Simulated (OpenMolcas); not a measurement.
Ionisation energies of molybdenum

```
Program             : OpenMolcas
Basis               : ANO-RCC-VDZP [6s5p3d1f]
Scalar Hamiltonian  : DKH2, point nucleus
Spin-orbit coupling : state interaction with AMFI integrals over the reference wave functions, term energies averaged over their components
```

Active shells in each charge state: the valence d, s shells, with orbitals averaged over the low states. Where CASPT2's correlated closed shells are named, they are those of the first ion.

A. CASSCF
B. SS-CASPT2, IPEA 0.25 Eh, imaginary shift 0.1 Eh (closed shells correlated: 4s 4p)
C. SS-CASPT2, IPEA 0.25 Eh, imaginary shift 0.1 Eh (closed shells correlated: 3d 4s 4p)
D. SS-CASPT2, IPEA 0 Eh, imaginary shift 0.1 Eh (closed shells correlated: 4s 4p)

Energies in eV between the lowest computed levels, named as in B; reference values from the NIST Atomic Spectra Database with their kind.

```tsv
From	To	A	B	C	D	Spin-orbit share in B	Reference
Mo 4d5 5s 7S3	Mo+ 4d5 6S 5/2	6.686	7.142	7.162	7.230	+0.000	7.092 (measured)
Mo+ 4d5 6S 5/2	Mo2+ 4d4 5D0	14.926	15.955	15.943	16.113	-0.136	16.160 (semi-empirical)
```

Error against the reference values, in %:

| From | Reference | A | B | C | D |
| --- | --- | --- | --- | --- | --- |
| Mo | measured | -5.7 | +0.7 | +1.0 | +1.9 |
| Mo+ | semi-empirical | -7.6 | -1.3 | -1.3 | -0.3 |

Absolute error against the one measured value: A 0.41 eV, B 0.05 eV, C 0.07 eV, D 0.14 eV. B lies closest.

The lowest level within the active space need not be the ion's true ground level.
